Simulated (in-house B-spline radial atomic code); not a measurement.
**Ionising Tl7+ with different functionals**

Computed with an all-electron radial atomic-structure program (B-spline basis): four-component Dirac-Coulomb Hamiltonian, Fermi nucleus of rms radius 5.4759 fm, spin-restricted, spherical fractional occupations for the functionals, and exact exchange of hybrids averaged over the configuration. The ionisation energy is the difference of two self-consistent energies, [Xe] 4f14 5d6 → [Xe] 4f14 5d5, without Breit or QED terms; ε is the level of the shell that loses the electron (mean over j). The electron is taken from both j subshells in proportion to 2j + 1, so the result is a j average, not the step between ground levels.

| method | rung | ΔSCF (eV) | -ε(5d) (eV) |
| --- | --- | --- | --- |
| PBE0 | global hybrid | 118.85 | 112.29 |
| wB97X | range-separated hybrid | 118.57 | 114.65 |
| LC-wPBE | range-separated hybrid | 118.76 | 114.99 |
| CAM-B3LYP | range-separated hybrid | 118.79 | 113.72 |

(1) Among the functionals, which spreads more, the ΔSCF values or the orbital energies?

(2) How do they compare with the NIST value?

Answers

(1) The orbital energies: ΔSCF values span about 0.29 eV and the orbital energies 2.70 eV; here energy differences depend much less on the functional than eigenvalues do.

(2) NIST lists 116 eV ± 2.1 (tabulated theory, ground level to ground level). Errors run from +2.57 to +2.85 eV; all lie within about twice that uncertainty, so the table can't rank the methods.
